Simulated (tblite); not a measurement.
BCl2H4NSi.
Bonds: N1–Si2, Si2–B3, B3–Cl4, B3–Cl5. Hydrogens: H6, H7 on N1; H8, H9 on Si2.

Computed with GFN2-xTB (tblite), gas phase: Langevin dynamics at 200 K from the optimised GFN2-xTB geometry, time step 0.5 fs, friction 0.01 fs⁻¹, 2000 steps. The instantaneous temperature is 2·E(kin)/(3Nk) with all 3N coordinates.

```tsv
t (fs)	T (K)	E(pot) above start (eV)	N1–Si2 (Å)	Si2–B3 (Å)	B3–Cl4 (Å)	B3–Cl5 (Å)	N1–H6 (Å)	N1–Si2–B3–Cl4 (°)
0	186	0.000	1.728	1.995	1.725	1.719	1.008	91
25	131	0.073	1.763	2.011	1.741	1.713	1.022	92
50	129	0.099	1.713	2.009	1.718	1.726	1.005	89
75	223	0.149	1.720	1.992	1.707	1.722	1.010	81
100	115	0.184	1.757	1.989	1.724	1.720	1.002	75
125	178	0.145	1.700	1.965	1.744	1.745	1.004	78
150	197	0.073	1.726	2.022	1.717	1.716	1.032	81
175	157	0.060	1.745	2.006	1.708	1.719	0.997	82
200	129	0.111	1.704	1.965	1.757	1.739	1.002	86
225	126	0.223	1.757	2.082	1.701	1.732	1.015	80
250	215	0.123	1.762	2.001	1.729	1.714	0.991	76
275	218	0.141	1.686	1.967	1.722	1.731	1.020	79
300	204	0.184	1.767	2.035	1.746	1.674	1.016	74
325	179	0.125	1.730	2.002	1.760	1.741	0.984	61
350	142	0.272	1.715	1.990	1.712	1.740	1.062	49
375	256	0.177	1.777	1.977	1.669	1.707	0.985	44
400	302	0.167	1.689	1.987	1.796	1.719	1.029	45
425	420	0.129	1.706	2.061	1.740	1.777	1.018	39
450	227	0.217	1.758	1.991	1.709	1.697	0.983	30
475	106	0.336	1.718	1.950	1.695	1.792	1.045	34
500	142	0.264	1.727	2.072	1.731	1.737	0.981	34
525	332	0.134	1.724	2.020	1.727	1.738	1.026	26
550	319	0.080	1.744	1.984	1.774	1.707	1.014	14
575	296	0.081	1.723	1.981	1.730	1.730	1.010	11
600	150	0.206	1.706	1.951	1.758	1.729	1.022	16
625	178	0.120	1.724	2.021	1.730	1.751	1.001	15
650	216	0.063	1.748	2.014	1.723	1.745	1.024	11
675	199	0.092	1.702	2.008	1.700	1.730	1.028	14
700	225	0.199	1.719	2.038	1.764	1.668	0.985	23
725	221	0.181	1.756	1.992	1.706	1.794	1.032	14
750	296	0.074	1.704	1.969	1.766	1.710	1.014	10
775	255	0.181	1.699	2.006	1.694	1.764	1.000	3
800	189	0.234	1.764	1.952	1.764	1.708	1.053	4
825	178	0.145	1.745	2.008	1.683	1.755	0.974	12
850	142	0.087	1.694	2.002	1.746	1.665	1.041	12
875	132	0.107	1.741	1.933	1.711	1.760	1.010	16
900	121	0.117	1.745	1.979	1.781	1.714	0.976	17
925	130	0.142	1.698	2.086	1.658	1.774	1.044	14
950	153	0.146	1.721	1.915	1.810	1.707	1.030	17
975	120	0.205	1.732	2.023	1.657	1.727	0.985	12
1000	142	0.183	1.707	2.018	1.793	1.680	1.027	6
```

Task: From 500 fs on, how do temperature and potential energy compare with equipartition?

Result: The mean temperature of these 21 frames is 197 K against the target 200 K, and the mean potential energy 0.14 eV against 21 × kT/2 = 0.18 eV for 21 classical harmonic modes. For 9 atoms in a canonical ensemble the temperature itself scatters by T·√(2/(3N)) = 54 K; here its standard deviation is 66 K. The whole run lasts only 10 friction times of 100 fs, so these averages carry a wide statistical error.

Task: What are the kinetic and total energies of the listed frame with the highest potential energy?

Result: The one at 475 fs, 0.336 eV above the start. Its kinetic energy is 3NkT/2 = 0.123 eV at 106 K, so the sum is 0.46 eV; over the listed frames the sum runs from 0.22 to 0.62 eV, since the thermostat adds and removes energy.

Task: How much do the listed bonds fluctuate from 500 fs on?

Result: 
```
  bond  at the start (Å)  mean (Å)  standard deviation (Å)
N1–Si2             1.728     1.725                   0.020
Si2–B3             1.995     1.999                   0.041
B3–Cl4             1.725     1.734                   0.041
B3–Cl5             1.719     1.728                   0.032
 N1–H6             1.008     1.013                   0.022
```

The motion is classical and holds no zero-point motion.

The cost below is that of the whole dynamics run. On INTEL XEON PLATINUM 8581C at 2.30 GHz, one thread, no GPU, shared host with 48 logical CPUs at a one-minute load of 5.1, this took 9.6 s of wall time and 0.18 GiB of memory at its peak.
